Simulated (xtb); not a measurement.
C2H6AuClS, charge +1, doublet, at a GFN2-xTB geometry (such geometries of metal compounds can be far from the true shape) (the multiplicity is a formal guess); GFN0-xTB (xtb).

Input for xtb:
```
$ xtb mol.xyz --gfn 0 --chrg 1 --uhf 1 --opt --json

# file mol.xyz
11

Au     0.23980938    -0.44350797    -0.06556171
Cl     2.43196466    -0.81483368     0.44193089
C     -1.37899306     2.30414288    -1.20320327
S     -1.80732456     0.81928023    -0.26419011
C     -2.10607865     1.53041251     1.37137327
H     -0.56592812     2.84198638    -0.72392865
H     -2.26303264     2.93677054    -1.25747208
H     -1.09393932     1.99932227    -2.20596421
H     -1.25052427     2.11347128     1.70019473
H     -2.29971917     0.71618792     2.06364664
H     -2.98757391     2.16574771     1.30809516
```

The log (banner, timings and long lists left out):

```
   ID    Z sym.   atoms
    1   79 Au     1
    2   17 Cl     2
    3    6 C      3, 5
    4   16 S      4
    5    1 H      6-11

           -------------------------------------------------
          |                Calculation Setup                |
           -------------------------------------------------

           -------------------------------------------------
          |                 G F N 0 - x T B                 |
           -------------------------------------------------

          ...................................................
          :                      SETUP                      :
          :.................................................:
          :  # basis functions                  50          :
          :  # atomic orbitals                  47          :
          :  # shells                           25          :
          :  # electrons                        37          :
          :  electronic temp.          300.0000000     K    :
          :  accuracy                    1.0000000          :
          :  -> integral cutoff          0.2500000E+02      :
          :  -> integral neglect         0.1000000E-07      :
          ...................................................

         :::::::::::::::::::::::::::::::::::::::::::::::::::::
         ::                     SUMMARY                     ::
         :::::::::::::::::::::::::::::::::::::::::::::::::::::
         :: total energy             -18.265531172216 Eh    ::
         :: gradient norm              0.029265094898 Eh/a0 ::
         :: HOMO-LUMO gap              4.778469231610 eV    ::
         ::.................................................::
         :: H0 energy                -19.747002703202 Eh    ::
         :: repulsion energy           0.135621004201 Eh    ::
         :: electrostat energy         1.348842877963 Eh    ::
         :: -> Gsolv                   0.000000000000 Eh    ::
         ::    -> Gsasa                0.000000000000 Eh    ::
         ::    -> Gshift               0.000000000000 Eh    ::
         :: dispersion energy         -0.002992351178 Eh    ::
         :: short-range corr.          0.000000000000 Eh    ::
         :: add. restraining           0.000000000000 Eh    ::
         :: total charge               1.000000000000 e     ::
         :::::::::::::::::::::::::::::::::::::::::::::::::::::

      -----------------------------------------------------------
     |                   =====================                   |
     |                        A N C O P T                        |
     |                   =====================                   |
     |               Approximate Normal Coordinate               |
     |                Rational Function Optimizer                |
      -----------------------------------------------------------
      -----------------------------------------------------------
     |                   =====================                   |
     |                        A N C O P T                        |
     |                   =====================                   |
     |               Approximate Normal Coordinate               |
     |                Rational Function Optimizer                |
      -----------------------------------------------------------

          ...................................................
          :                      SETUP                      :
          :.................................................:
          :   optimization level            normal          :
          :   max. optcycles                   200          :
          :   ANC micro-cycles                  20          :
          :   degrees of freedom                27          :
          :.................................................:
          :   RF solver                   davidson          :
          :   write xtbopt.log                true          :
          :   linear?                        false          :
          :   energy convergence         0.5000000E-05 Eh   :
          :   grad. convergence          0.1000000E-02 Eh/α :
          :   maxmium RF displ.          1.0000000          :
          :   Hlow (freq-cutoff)         0.1000000E-01      :
          :   Hmax (freq-cutoff)         5.0000000          :
          :   S6 in model hess.         20.0000000          :
          ...................................................

generating ANC from exact Hessian ...
Using Lindh-Hessian (1995)
 Shifting diagonal of input Hessian by    1.0156288536662670E-002
 Lowest  eigenvalues of input Hessian
    0.010000    0.000000    0.000000    0.000000    0.000000    0.000000
    0.000000    0.010336    0.010416    0.011097    0.014073    0.014971
    0.017614    0.034455    0.058806    0.059516    0.059674    0.104741
 Highest eigenvalues
    1.010025    1.090243    1.110097    1.114920    1.122409    1.138488

........................................................................
.............................. CYCLE    1 ..............................
........................................................................
 * total energy  :   -18.2655312 Eh     change        0.0000000E+00 Eh
   gradient norm :     0.0291742 Eh/α   predicted     0.0000000E+00 (   0.00%)
   displ. norm   :     0.4123494 α      lambda       -0.9274309E-02
   maximum displ.:     0.3548720 α      in ANC's #8, #6, #12, ...

........................................................................
.............................. CYCLE    2 ..............................
........................................................................
 * total energy  :   -18.2687578 Eh     change       -0.3226664E-02 Eh
   gradient norm :     0.0278423 Eh/α   predicted    -0.5425623E-02 (  68.15%)
   displ. norm   :     0.1423744 α      lambda       -0.3180363E-02
   maximum displ.:     0.1082600 α      in ANC's #8, #19, #17, ...

........................................................................
[...]
 * total energy  :   -18.2696299 Eh     change       -0.8721088E-03 Eh
 * total energy  :   -18.2698462 Eh     change       -0.2162205E-03 Eh
 * total energy  :   -18.2698732 Eh     change       -0.2700084E-04 Eh
 * total energy  :   -18.2698784 Eh     change       -0.5198378E-05 Eh
 * total energy  :   -18.2698787 Eh     change       -0.2995389E-06 Eh
   *** GEOMETRY OPTIMIZATION CONVERGED AFTER 7 ITERATIONS ***
[...]
         ::                     SUMMARY                     ::
         :::::::::::::::::::::::::::::::::::::::::::::::::::::
         :: total energy             -18.269878664774 Eh    ::
         :: gradient norm              0.001825555250 Eh/a0 ::
         :: HOMO-LUMO gap              4.765348950586 eV    ::
         ::.................................................::
         :: H0 energy                -19.754039628827 Eh    ::
         :: repulsion energy           0.138728062883 Eh    ::
         :: electrostat energy         1.348469468306 Eh    ::
         :: -> Gsolv                   0.000000000000 Eh    ::
         ::    -> Gsasa                0.000000000000 Eh    ::
         ::    -> Gshift               0.000000000000 Eh    ::
         :: dispersion energy         -0.003036567135 Eh    ::
         :: short-range corr.          0.000000000000 Eh    ::
         :: add. restraining           0.000000000000 Eh    ::
         :: total charge               1.000000000000 e     ::
         :::::::::::::::::::::::::::::::::::::::::::::::::::::

           -------------------------------------------------
          |                Property Printout                |
           -------------------------------------------------

    * Orbital Energies and Occupations

         #    Occupation            Energy/Eh            Energy/eV
      -------------------------------------------------------------
         1        2.0000           -0.9697923             -26.3894
       ...           ...                  ...                  ...
         7        2.0000           -0.5323181             -14.4851
         8        2.0000           -0.5252177             -14.2919
         9        2.0000           -0.5030860             -13.6897
        10        2.0000           -0.4911257             -13.3642
        11        2.0000           -0.4736287             -12.8881
        12        2.0000           -0.4699102             -12.7869
        13        2.0000           -0.4689406             -12.7605
        14        2.0000           -0.4467077             -12.1555
        15        2.0000           -0.4441547             -12.0861
        16        2.0000           -0.4391587             -11.9501
        17        2.0000           -0.4293430             -11.6830
        18        2.0000           -0.4199974             -11.4287
        19        1.0000           -0.3943548             -10.7309 (HOMO)
        20                         -0.2192314              -5.9656 (LUMO)
        21                         -0.1814474              -4.9374
        22                         -0.1752988              -4.7701
        23                         -0.1338742              -3.6429
        24                         -0.1169141              -3.1814
        25                         -0.1066540              -2.9022
        26                         -0.0966860              -2.6310
        27                         -0.0936723              -2.5490
        28                         -0.0790320              -2.1506
        29                         -0.0660134              -1.7963
        30                         -0.0660121              -1.7963
       ...                                ...                  ...
        47                          1.1298791              30.7456
      -------------------------------------------------------------
                  HL-Gap            0.1751234 Eh            4.7653 eV
             Fermi-level            0.0000000 Eh            0.0000 eV

     #   Z          covCN         q      C6AA      α(0)
     1  79 Au       1.844    -0.049   322.352    34.061
     2  17 Cl       0.879     0.092    94.590    14.867
     3   6 C        3.745    -0.506    36.082     8.671
     4  16 S        2.908     0.371   124.543    18.816
     5   6 C        3.745    -0.506    36.082     8.671
     6   1 H        0.924     0.260     0.841     1.434
     7   1 H        0.924     0.261     0.837     1.431
     8   1 H        0.925     0.279     0.776     1.377
     9   1 H        0.924     0.260     0.841     1.434
    10   1 H        0.925     0.279     0.776     1.377
    11   1 H        0.924     0.261     0.837     1.431

 Mol. C6AA /au·bohr⁶  :       3146.331901
 Mol. C8AA /au·bohr⁸  :     160434.129861
 Mol. α(0) /au        :         93.570226

Wiberg/Mayer (AO) data.
largest (>0.10) Wiberg bond orders for each atom

 ---------------------------------------------------------------------------
     #   Z sym  total        # sym  WBO       # sym  WBO       # sym  WBO
 ---------------------------------------------------------------------------
     1  79 Au   1.832 --     4 S    0.872     2 Cl   0.820
     2  17 Cl   0.902 --     1 Au   0.820
     3   6 C    3.967 --     4 S    0.987     8 H    0.970     7 H    0.964
                             6 H    0.961
     4  16 S    2.960 --     5 C    0.987     3 C    0.987     1 Au   0.872
     5   6 C    3.967 --     4 S    0.987    10 H    0.970    11 H    0.964
                             9 H    0.961
     6   1 H    0.979 --     3 C    0.961
     7   1 H    0.980 --     3 C    0.964
     8   1 H    0.978 --     3 C    0.970
     9   1 H    0.979 --     5 C    0.961
    10   1 H    0.978 --     5 C    0.970
    11   1 H    0.980 --     5 C    0.964
 ---------------------------------------------------------------------------

Topologies differ in total number of bonds
Writing topology from bond orders to xtbtopo.mol

 dipole moment from electron density (au)
     X       Y       Z
  -5.3633   2.7594  -0.6854  total (Debye):   15.429

optimized geometry written to: xtbopt.xyz

           -------------------------------------------------
          | TOTAL ENERGY              -18.269878664774 Eh   |
          | GRADIENT NORM               0.001825555250 Eh/α |
          | HOMO-LUMO GAP               4.765348950586 eV   |
           -------------------------------------------------

normal termination of xtb
```
